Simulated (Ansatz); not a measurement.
CH4FNOSi can be A, `FC1N[SiH2]O1`, or B, `N=C(F)O[SiH3]`.

Calculated with Ansatz (gas phase, PBE0-D4/def2-TZVP geometries, no zero-point term in ΔE). CCSD(T)/CBS adds triple-zeta CCSD(T) − MP2 to the extrapolated MP2 energy (def2 sets, frozen cores). Functionals use def2-TZVPP. B3LYP here is the variant with VWN-RPA as its local correlation; programs differ in this. Each species was taken in one conformer, which may not be the lowest.

(1) Which is lower in electronic energy at CCSD(T)/CBS, and by how much? (Best estimate.)

(2) Give E(B) − E(A) in kcal/mol with LDA (SPW92), HF/def2-TZVPP, BLYP-D4, CCSD(T)/def2-SVP, PBE-D4, ωB97M-V, B3LYP. (Estimate.)

(3) Does the order hold for the free energy at 298.15 K (harmonic terms from PBE0-D4)? (Estimate.)

Largest T1 diagnostic: 0.013.

Results:

(1) Computed: A, by 13.5 kcal/mol.

(2) Computed: LDA (SPW92) 14.4, HF/def2-TZVPP 9.1, BLYP-D4 6.3, CCSD(T)/def2-SVP 7.2, PBE-D4 10.4, ωB97M-V 12.8, B3LYP 8.7. None reverses the order clearly.

(3) Ansatz gave: Yes: G(B) − G(A) = +9.6 kcal/mol, for one conformer each. Modes under 60 cm⁻¹, often nearly free rotors, make the harmonic entropy too high.

From r2SCAN to r2SCAN0 (25 % exact exchange), in def2-TZVPP and without D4, E(B) − E(A) moves by +2.3 kcal/mol. At CCSD(T), def2-SVP lies −6.3 kcal/mol from the extrapolated value and def2-TZVPP −1.5 kcal/mol.
